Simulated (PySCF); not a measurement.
Compound: C5H5F3S (charge +1 and doublet state).
SMILES with atom numbers: `[F:1][C:2]([F:3])=[C:4]([F:5])[CH:6]1[CH2:7][S+:8][CH2:9]1` (hydrogens: H10 on C6; H11, H12 on C7; H13, H14 on C9)

Geometry (GFN2-xTB, Å), atoms numbered from 1 in this order:
```
atom  x, y, z in Å
F1     0.3376   -2.8111    0.3255
C2     1.1795   -1.8469    0.6142
F3     2.2974   -2.2876    1.1093
C4     0.8721   -0.5571    0.4020
F5     1.7630    0.3916    0.7139
C6    -0.4102   -0.0426   -0.1718
C7    -1.1118    1.0218    0.6934
S8    -1.2532    2.1997   -0.6703
C9    -0.2341    0.8896   -1.3859
H10   -1.0625   -0.8906   -0.3929
H11   -0.4864    1.4315    1.4908
H12   -2.0727    0.7399    1.1242
H13    0.7907    1.2395   -1.5340
H14   -0.6101    0.5218   -2.3406
```

Computed, not measured: UKS B3LYP, pcH-1 on C F H S, non-relativistic, mean-field spin-orbit, GIAO (PySCF 2.14.0). The structure is a single GFN2-xTB conformer in the gas phase; no vibrational or solvent corrections. A GFN2-xTB geometry isn't a minimum of the functional, and hyperfine couplings can be far from their values at a DFT geometry, by a factor of two or more for some ions and for spin on atoms past the first row.

Output of the driver script. Atoms in this output count from 0.

```
UKS, coarse grid
  cycle   1  E = -890.67363164  |g| = 6.84e-01
  cycle   2  E = -888.95042225  |g| = 1.81e+00
  cycle   3  E = -890.79347077  |g| = 3.85e-01
  cycle   4  E = -890.81492429  |g| = 3.67e-01
  cycle   5  E = -890.86740218  |g| = 2.22e-01
  cycle   6  E = -890.88930170  |g| = 1.33e-01
  cycle   7  E = -890.89917374  |g| = 5.21e-02
  cycle   8  E = -890.90097345  |g| = 1.20e-02
  cycle   9  E = -890.90175191  |g| = 1.79e-02
  cycle  10  E = -890.90114511  |g| = 5.54e-02
  cycle  11  E = -890.90133492  |g| = 5.29e-02
  cycle  12  E = -890.90162968  |g| = 4.95e-02
  cycle  13  E = -890.90205077  |g| = 4.34e-02
  cycle  14  E = -890.90241046  |g| = 3.73e-02
  cycle  15  E = -890.90307092  |g| = 2.00e-02
  cycle  16  E = -890.90330653  |g| = 7.41e-03
  cycle  17  E = -890.90334201  |g| = 4.29e-04
  cycle  18  E = -890.90334199  |g| = 4.86e-04
UKS, final grid
  cycle   1  E = -890.90333261  |g| = 1.86e-03
  cycle   2  E = -890.90328372  |g| = 8.53e-03
  cycle   3  E = -890.90333506  |g| = 2.24e-04
  cycle   4  E = -890.90333508  |g| = 4.11e-05
  cycle   5  E = -890.90333508  |g| = 2.88e-05
E = -890.90333508 Eh   <S^2> = 0.7530 (exact 0.7500)
g shifts (ppm)      1          2          3
  rmc          -241       -241       -241
  gc             35         20         44
  oz_so      -31745      11323      27215
  total      -31858      11197      27019
hyperfine (MHz)  atom isotope    a_iso     a_fc   dipolar eigenvalues
    0   19F      16.88      16.88    -40.03    -37.32     77.35
    1   13C      -0.11      -0.11     -7.25     -5.95     13.20
    2   19F      16.76      16.76    -39.48    -37.70     77.18
    3   13C       3.91       3.91     -9.38     -7.93     17.30
    4   19F      23.43      23.43    -54.76    -48.58    103.35
    5   13C      -2.23      -2.23     -1.33     -0.34      1.67
    6   13C     -13.22     -13.22     -4.01     -3.50      7.51
    7   33S      22.90      22.90    -72.27    -68.37    140.64
    8   13C      -8.33      -8.33     -4.49     -3.97      8.46
    9    1H       8.75       8.75     -2.50     -0.33      2.83
   10    1H      87.34      87.34     -5.20     -1.80      7.00
   11    1H      90.22      90.22     -4.12     -2.44      6.55
   12    1H      98.18      98.18     -3.81     -2.46      6.27
   13    1H      48.53      48.53     -5.21     -1.64      6.84
```

Q: The SCF converged. Which of these numbers needs a check, and why?

A: The largest g shift is -0.032, past the limit of 0.03 at which the run flags a species of elements up to argon. The orbital-Zeeman/spin–orbit term is second order, a sum of spin–orbit matrix elements over excitation energies, so it grows and becomes less reliable as an excited state comes close; a shift of this size calls for a check with another method. The contact and dipolar couplings don't rest on that expansion, but they belong to the state that the SCF found, and a close-lying state with the spin in another orbital would have other couplings; no stability test was run. The run left out the spin–orbit part of the hyperfine coupling.

Q: Where is the spin in this solution (atoms counted from 1)?

A: Largest spin populations (Mulliken): S8 (+0.72) and C4 (+0.09). No atom but S8 exceeds +0.15. The unrestricted determinant has ⟨S²⟩ = 0.7530 (exact 0.7500), so spin contamination is small. 

Q: Average a_iso over equivalent nuclei, turn it into first-order splittings with g = 2.0023, and give the multiplets for abundant isotopes (0.05 mT or more).

A: 
```
nuclei (from 1)  isotope    I         position  a_iso (MHz)  |a| (mT)    splits into
        H11/H13       1H  1/2  2 bonds from S8         92.8      3.31  1:2:1 triplet
        H12/H14       1H  1/2  2 bonds from S8         69.4      2.48  1:2:1 triplet
             F5      19F  1/2  4 bonds from S8         23.4      0.84    1:1 doublet
             F1      19F  1/2  5 bonds from S8         16.9      0.60    1:1 doublet
             F3      19F  1/2  5 bonds from S8         16.8      0.60    1:1 doublet
            H10       1H  1/2  3 bonds from S8          8.8      0.31    1:1 doublet
```

Means are taken over nuclei equivalent by connectivity, which assumes that they swap fast. The 1H value of +69.4 MHz is a mean of couplings from 48.5 to 90.2 MHz in this one geometry, not an average over conformers. The 1H value of +92.8 MHz is a mean of couplings from 87.3 to 98.2 MHz in this one geometry, not an average over conformers.
